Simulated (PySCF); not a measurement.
Molecule: SMILES [AlH3-][O+](C)CC(=O)[O-], [C$_{3}$H$_{8}$AlO$_{3}$]-.

Bonds (- single, = double, # triple, : aromatic): C1-O2, O2-Al3, O2-C4, C4-C5, C5=O6, C5-O7. C1 carries H8, H9, H10; Al3 carries H11, H12, H13; C4 carries H14, H15. Formal charges: O2 +1, Al3 -1, O7 -1.

Total charge -1.

Frames of a GFN2-xTB Langevin trajectory at 300 K; GIAO PBE0/pcSseg-1 shieldings in PySCF, gas phase, non-relativistic; equivalent atoms averaged within each frame.

Shifts are taken against calculated references (same method and geometry level): ¹³C (186.93 ppm) and ¹H (31.72 ppm) against TMS; ¹⁷O (336.08 ppm) vs H2O; ²⁷Al (489.97 ppm) against AlH4-. The references are static minima.

Question: How do the shifts (ppm) fluctuate along the trajectory?

Answer: 
```
         time (fs)     C5    C4    C1  O6/O7    O2   Al3  H11/H12/H13  H14/H15  H8/H9/H10
               250  167.8  77.1  59.0  343.9  15.4  61.9         4.62     4.61       4.55
               425  162.4  70.8  60.9  334.7   9.1  71.3         4.55     4.00       4.55
               625  153.7  75.0  54.1  310.3  13.8  49.1         4.83     4.34       4.74
               800  166.2  65.8  50.3  345.0  -4.9  61.6         4.20     2.96       5.49
              1000  169.8  84.5  65.7  351.4  30.4  63.8         4.31     4.90       4.59
    mean of frames  164.0  74.7  58.0  337.1  12.8  61.5         4.50     4.16       4.78
standard deviation    6.4   7.0   6.0   16.1  12.7   8.0         0.25     0.75       0.40
```

5 frames give an uncertainty of the mean of about the standard deviation over 2.2 at best, since frames this close in time may not be independent; classical motion lacks zero-point vibration, and the reference would need the same averaging.
